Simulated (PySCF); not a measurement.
**Mayer bond orders and bond lengths**

C₄H₁₃NP₂Si.
Atom-mapped SMILES: `[CH3:1][N:2]([CH:3]1[CH2:4][CH2:5]1)[SiH:6]([PH2:7])[PH2:8]` (hydrogens: H9, H10, H11 on C1; H12 on C3; H13, H14 on C4; H15, H16 on C5; H17 on Si6; H18, H19 on P7; H20, H21 on P8)

Geometry (GFN2-xTB, Å), atoms numbered from 1 in this order:
```
atom  x, y, z in Å
C1     0.358   -2.070    0.213
N2     0.210   -0.655   -0.038
C3     1.465   -0.004   -0.212
C4     1.692    1.419    0.182
C5     2.322    0.318    0.981
Si6   -1.241    0.191    0.311
P7    -2.910   -1.313    0.119
P8    -1.306    1.920   -1.138
H9    -0.626   -2.531    0.286
H10    0.904   -2.256    1.143
H11    0.907   -2.538   -0.608
H12    1.988   -0.353   -1.100
H13    2.319    2.023   -0.455
H14    0.885    1.967    0.642
H15    3.388    0.165    0.915
H16    1.906    0.117    1.956
H17   -1.362    0.670    1.714
H18   -2.834   -1.406   -1.258
H19   -3.905   -0.358    0.054
H20   -2.664    1.828   -1.390
H21   -1.505    2.880   -0.161
```

Bond orders from the PBE0/pcSseg-1 density (PySCF). One conformer (not necessarily the lowest) at the GFN2-xTB geometry, without solvent, vibrations or thermal averaging.

(1) How far do the computed orders between heavy atoms stray from the drawn ones?

(2) Set the Mayer orders of the bonds beside their lengths.

Answers

(1) The largest departure is 0.062, at C5–C3 (drawn single, 0.938).

(2) 
```tsv
bond	drawn as	length (Å)	Mayer order
C1–N2	single	1.445	0.956
N2–C3	single	1.425	0.950
C3–C4	single	1.494	0.994
C4–C5	single	1.499	0.961
N2–Si6	single	1.716	0.968
Si6–P7	single	2.255	0.996
Si6–P8	single	2.257	0.950
C5–C3	single	1.504	0.938
C1–H9	single	1.089	0.953
C1–H10	single	1.095	0.959
C1–H11	single	1.093	0.960
C3–H12	single	1.088	0.947
C4–H13	single	1.079	0.953
C4–H14	single	1.079	0.936
C5–H15	single	1.079	0.957
C5–H16	single	1.079	0.950
Si6–H17	single	1.487	0.861
P7–H18	single	1.382	0.926
P7–H19	single	1.380	0.936
P8–H20	single	1.384	0.936
P8–H21	single	1.384	0.928
```

By pair of heavy elements: C–N: all 2 within 0.02 of one another (0.950 to 0.956). C–C: lowest C5–C3 (0.938, 1.504 Å), highest C3–C4 (0.994, 1.494 Å). P–Si: lowest Si6–P8 (0.950, 2.257 Å), highest Si6–P7 (0.996, 2.255 Å).

Problem. Sum the orders of all bonds at each heavy atom with more than one neighbour and set the sums beside the valence in the SMILES.

Solution. C1 3.828 (drawn 4), N2 2.874 (drawn 3), C3 3.829 (drawn 4), C4 3.844 (drawn 4), C5 3.806 (drawn 4), Si6 3.775 (drawn 4), P7 2.858 (drawn 3), P8 2.814 (drawn 3). Orders between atoms that aren't bonded are not in these sums.

Mayer orders depend on the basis set.

These values come from a run that also computed NMR shieldings. Time: 57 s (with the writing of density and orbital grids); peak memory 1.1 GiB. Hardware: one thread, Arm Neoverse V2 (aarch64), no GPU, on a shared host.
